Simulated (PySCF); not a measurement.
## Electron correlation in Cd (cadmium, neutral)

[Kr] 4d10 5s2, closed-shell 1S. All numbers are calculated (PySCF 2.14, scalar relativity through the core potential, in cc-pVDZ-PP with ECP28MDF (4s4p3d1f, 38 functions)). Frozen: 4s2 4p6; 12 electrons correlated.

MP2 pair energies summed by pair of shells (mhartree):

```json
{"pair": "4d-4d", "energy": "-263.54", "share (%)": "78.8"}
{"pair": "4d-5s", "energy": "-51.39", "share (%)": "15.4"}
{"pair": "5s-5s", "energy": "-19.70", "share (%)": "5.9"}
```

Total MP2 correlation energy: -334.63 mhartree.

Same-spin part -120.42 and opposite-spin part -214.21 mhartree; SCS-MP2 scales them by 1/3 and 6/5 to -297.20 mhartree.

```
  level  correlation energy (mhartree)
   CCSD                        -322.83
    (T)                          -5.79
CCSD(T)                        -328.62
```

Diagnostics: T1 = 0.0086, D1 = 0.0285, largest double amplitude 0.082.

Cost of the coupled-cluster step: 0.29 s of wall time on 1 thread of Neoverse-V2 (shared host), for 12 correlated electrons.
